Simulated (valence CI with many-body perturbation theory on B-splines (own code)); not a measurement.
## Pr X: electric-dipole lines

Method: relativistic CI+MBPT: four valence electrons over a frozen Dirac-Fock core [Kr] 4d10, radial functions for each j: 8 s, 8 p, 9 d, 9 f, 6 g, 3 h, 2 i, with the one-electron correlation potential Σ1, the two-electron term Σ2, the three-electron term Σ3, Breit, model QED; selected CI, second order for the rest, scaled by the run's own slope (own B-spline code, finite nucleus).

No measured spectrum was set against this ion. As an estimate, terms of the open shell hold to a few per cent of their energy, and close levels can change places; configurations with another count of f electrons can be misplaced by thousands of cm⁻¹. Core correlation moves these levels by up to 49000 cm⁻¹, and in measured spectra 5 to 20 % of such shifts remained as error; rates that hang on mixing are uncertain with them.

Lines 151 to 200 of 239 in falling wavelength, among levels below 27.580 eV, chosen from the strongest by gf and those to the six lowest levels. Wavelengths and rates use the calculated energies, so an error of 2000 cm⁻¹ moves a line at 58.09 nm by 1.2 % and its rate by three times that or more. Electric multipoles are in the length gauge, E1 and E2 with the static RPA response of the core. Weak lines are less certain than strong ones. Lines between different terms over intervals too small for the method are left out, as are lines whose strength nearly cancels. Where a level lies close to another of its J and parity, the split of strength between their lines is uncertain. The highest levels of a list are the least certain.

Names give the largest LS component (configuration and term), which can be under half, so a name can repeat, a term be missing and a line seem to break the LS rules; names also repeat where a configuration has a term twice. Letters in brackets count levels of one name in rising energy.

```
λ vac (nm)                Upper           Lower   A (s⁻¹)  log gf  Branch %
     58.09      4f 5s 5p2 5F°_2    5s2 5p2 3P_1  1.01e+08   -1.59      22.4
     57.97      4f 5s 5p2 5F°_2  4f 5s2 5p 3F_3  3.19e+07   -2.09       7.1
     57.84      4f 5s 5p2 3G°_4  4f 5s2 5p 3G_3  1.00e+07   -2.34       2.5
     57.67      4f2 5s 5p 5H°_3    5s2 5p2 3P_2  4.37e+07   -1.82       3.1
     57.66      4f 5s 5p2 5F°_3  4f 5s2 5p 3F_3  4.83e+07   -1.77       9.6
     57.62      4f 5s 5p2 3D°_2  4f 5s2 5p 3G_3  1.10e+07   -2.56       2.4
     57.55      4f 5s 5p2 5F°_4  4f 5s2 5p 3G_4  1.33e+07   -2.23       3.8
     57.14      4f2 5s 5p 5I°_4  4f 5s2 5p 3G_4  2.48e+06   -2.96       2.2
     57.12      4f 5s 5p2 5D°_1  4f 5s2 5p 3F_2  1.05e+07   -2.81       5.0
     57.01      4f 5s 5p2 5F°_2  4f 5s2 5p 3F_2  1.94e+07   -2.33       4.3
     56.90      4f 5s 5p2 5F°_4  4f 5s2 5p 3F_3  2.69e+07   -1.93       7.7
     56.70      4f 5s 5p2 5F°_3  4f 5s2 5p 3F_2  3.74e+04   -4.90       0.0
     56.50      4f2 5s 5p 5I°_4  4f 5s2 5p 3F_3  6.72e+05   -3.54       0.6
     56.34      4f 5s 5p2 3D°_1    5s2 5p2 3P_2  1.04e+08   -1.83       8.2
     56.28      4f 5s 5p2 5F°_2  4f 5s2 5p 3G_3  9.04e+06   -2.67       2.0
     56.17      4f2 5s 5p 5I°_5  4f 5s2 5p 3G_4  3.59e+05   -3.73       0.7
     55.99      4f 5s 5p2 5F°_3  4f 5s2 5p 3G_3  1.99e+07   -2.18       3.9
     55.95      4f 5s 5p2 3F°_2    5s2 5p2 3P_2  1.73e+08   -1.39      20.5
     55.61      4f2 5s 5p 5H°_3  4f 5s2 5p 3G_4  8.43e+07   -1.56       5.9
     55.52         5s 5p3 3D°_3    5s2 5p2 3P_2  2.33e+08   -1.12      10.7
     55.42      4f 5s 5p2 3F°_4  4f 5s2 5p 3G_4  3.60e+08   -0.83      32.9
     55.29  4f 5s 5p2 3G°_5 [b]  4f 5s2 5p 3G_4  9.07e+07   -1.34      18.5
     55.27      4f 5s 5p2 5F°_4  4f 5s2 5p 3G_3  3.79e+06   -2.81       1.1
     55.00      4f2 5s 5p 5H°_3  4f 5s2 5p 3F_3  4.83e+07   -1.81       3.4
     54.99         5s 5p3 3D°_2    5s2 5p2 3P_1  7.75e+08   -0.76      41.8
     54.89      4f2 5s 5p 5I°_4  4f 5s2 5p 3G_3  2.04e+07   -2.08      18.4
     54.89         5s 5p3 3D°_2  4f 5s2 5p 3F_3  4.62e+08   -0.98      24.9
     54.81      4f 5s 5p2 3F°_4  4f 5s2 5p 3F_3  3.08e+07   -1.90       2.8
     54.70      4f2 5s 5p 5G°_2    5s2 5p2 3P_1  4.49e+06   -3.00       3.9
     54.59      4f2 5s 5p 5G°_2  4f 5s2 5p 3F_3  1.21e+06   -3.57       1.0
     54.46      4f2 5s 5p 5G°_3  4f 5s2 5p 3G_4  9.30e+06   -2.54       6.3
     54.42      4f2 5s 5p 5H°_4  4f 5s2 5p 3G_4  1.28e+07   -2.29       3.9
     54.33      4f 5s 5p2 3F°_3  4f 5s2 5p 3G_4  4.97e+07   -1.81      10.1
     54.13      4f2 5s 5p 5H°_3  4f 5s2 5p 3F_2  1.03e+08   -1.50       7.2
     54.09      4f2 5s 5p 5D°_3    5s2 5p2 3P_2  1.37e+08   -1.38       8.1
     54.02         5s 5p3 3D°_2  4f 5s2 5p 3F_2  5.18e+08   -0.95      27.9
     53.89      4f 5s 5p2 3D°_1    5s2 5p2 3P_1  2.46e+08   -1.49      19.4
     53.88      4f2 5s 5p 5G°_3  4f 5s2 5p 3F_3  1.48e+07   -2.35      10.0
     53.87      4f2 5s 5p 5G°_4  4f 5s2 5p 3G_4  3.22e+06   -2.90       4.7
     53.83      4f2 5s 5p 5H°_4  4f 5s2 5p 3F_3  7.22e+07   -1.55      21.9
     53.77  4f2 5s 5p 5G°_5 [a]  4f 5s2 5p 3G_4  5.58e+07   -1.58      19.2
     53.75      4f 5s 5p2 3F°_3  4f 5s2 5p 3F_3  9.76e+06   -2.53       2.0
     53.74      4f2 5s 5p 5G°_2  4f 5s2 5p 3F_2  2.36e+07   -2.29      20.4
     53.61         5s 5p3 3D°_3  4f 5s2 5p 3G_4  3.12e+08   -1.03      14.3
     53.54      4f 5s 5p2 3F°_2    5s2 5p2 3P_1  6.38e+06   -2.86       0.8
     53.47      4f2 5s 5p 5H°_3  4f 5s2 5p 3G_3  7.32e+08   -0.66      51.3
     53.44      4f 5s 5p2 3F°_2  4f 5s2 5p 3F_3  2.17e+08   -1.33      25.8
     53.37         5s 5p3 3D°_2  4f 5s2 5p 3G_3  2.77e+07   -2.23       1.5
     53.30      4f 5s 5p2 3F°_4  4f 5s2 5p 3G_3  2.10e+08   -1.09      19.2
     53.30      4f2 5s 5p 5G°_4  4f 5s2 5p 3F_3  2.53e+05   -4.01       0.4
```
